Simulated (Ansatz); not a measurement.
C2H9NOSi can be A, `C[SiH](N)CO`, or B, `CO[SiH](C)N`.

Isolated molecules relaxed with PBE0-D4/def2-TZVP in Ansatz; ΔE leaves out vibrations. CBS: MP2 limit from def2 TZ/QZ plus the TZ coupled-cluster correction, frozen cores. DFT in def2-TZVPP. Each species was taken in one conformer, which may not be the lowest.

A:

Z-matrix (Å, degrees):
```
C
Si 1 1.863
H 1 1.093 2 110.4
H 1 1.093 2 110.3 3 -119.2
H 1 1.093 2 111.8 3 119.9
N 2 1.737 1 107.4 3 -179.6
C 2 1.886 1 112.0 3 67.5
H 2 1.496 1 110.3 3 -54.9
H 6 1.009 2 119.5 1 167.1
H 6 1.008 2 118.7 1 28.3
O 7 1.422 2 109.5 1 69.3
H 7 1.101 2 111.1 1 -167.6
H 7 1.095 2 111.1 1 -49.5
H 11 0.966 7 106.6 2 35.8
```

B:

Z-matrix (Å, degrees):
```
C
O 1 1.404
H 1 1.098 2 111.9
H 1 1.092 2 108.6 3 -119.4
H 1 1.097 2 111.7 3 121.5
Si 2 1.652 1 122.6 3 -48.1
N 6 1.706 2 111.2 1 169.1
C 6 1.861 2 110.3 1 -69.9
H 6 1.491 2 106.8 1 51.2
H 7 1.007 6 120.2 2 -66.2
H 7 1.007 6 120.1 2 78.1
H 8 1.094 6 110.9 2 -64.4
H 8 1.092 6 110.9 2 175.3
H 8 1.093 6 111.0 2 55.2
```

(1) Which isomer does CCSD(T)/CBS put lower? Give the gap. (Best estimate.)

(2) Give E(B) − E(A) in kJ/mol with B2PLYP, HF/def2-TZVPP, PBE-D4, MP2/def2-TZVPP, CCSD(T)/def2-TZVPP, BLYP-D4, PBE0-D4. (Estimate.)

(3) Does the order hold for the free energy at 298.15 K (harmonic terms from PBE0-D4)? (An estimate is asked.)

Largest T1 diagnostic: 0.010.

Answers

(1) Computed: B, by 118.9 kJ/mol.

(2) The calculation gave: B2PLYP -122.9, HF/def2-TZVPP -141.2, PBE-D4 -103.5, MP2/def2-TZVPP -121.5, CCSD(T)/def2-TZVPP -119.2, BLYP-D4 -114.7, PBE0-D4 -109.7. None reverses the order clearly.

(3) Ansatz gave: Yes: G(B) − G(A) = -121.8 kJ/mol, for one conformer each.

In def2-TZVPP, CCSD(T) changes the Hartree–Fock value by +22.0 kJ/mol (the triples alone add +3.0 kJ/mol) and MP2 by +19.7 kJ/mol. At CCSD(T), def2-SVP lies +6.9 kJ/mol from the extrapolated value and def2-TZVPP −0.3 kJ/mol.
